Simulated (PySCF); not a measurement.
# Which orbitals make which state

Species: C6H8O3.
SMILES: `C=CO/C=C\OC(C)=O`

Theory: TDDFT PBE0/def2-SVPD, vertical, gas phase, core orbitals frozen in the response (PySCF 2.14.0, density-fitted response routines). One conformer (not necessarily the lowest) at the PBE0-D3(BJ)/def2-SVP geometry, without solvent, vibrations or thermal averaging. Torsions of this conformer, `[CH2:1]=[CH:2][O:3]/[CH:4]=[CH:5]\[O:6][C:7]([CH3:8])=[O:9]`: C1–C2–O3–C4 179°, C2–O3–C4–C5 180°, C4–C5–O6–C7 178°, C5–O6–C7–C8 180°.

Orbital energies (eV): HOMO-3 -10.18, HOMO-2 -8.38, HOMO-1 -8.05, HOMO -6.35, LUMO -0.42, LUMO+1 0.29, LUMO+2 0.65.

Among the lowest singlets, which states do these configurations lead, and at what energies: HOMO→LUMO, HOMO-2→LUMO?

| state | leading configuration | weight | Δε (eV) | E (eV) | E − Δε (eV) | f | other configurations |
| --- | --- | --- | --- | --- | --- | --- | --- |
| S1 | HOMO→LUMO | 0.97 | 5.93 | 5.22 | -0.71 | 0.400 | – |
| S2 | HOMO-2→LUMO | 0.89 | 7.97 | 5.84 | -2.13 | 0.0019 | – |

E − Δε runs from -2.13 to -0.71 eV. Among themselves, these states come in the order of their orbital differences. Δε is the difference of the two orbital energies.

H and L stand for HOMO and LUMO. The other states: S3 5.89 eV, f 0.113, H→L+1 (46%), H→L+2 (43%); S4 5.90 eV, f 0.110, H→L+1 (48%), H→L+2 (41%); S5 6.38 eV, f 0.0003, H→L+3 (82%), H→L+2 (12%).

Summed over the main configurations (up to three a state, each over 8%) of all 5 singlets, the electron leaves HOMO with weight 3.70 and HOMO-2 with weight 0.89.
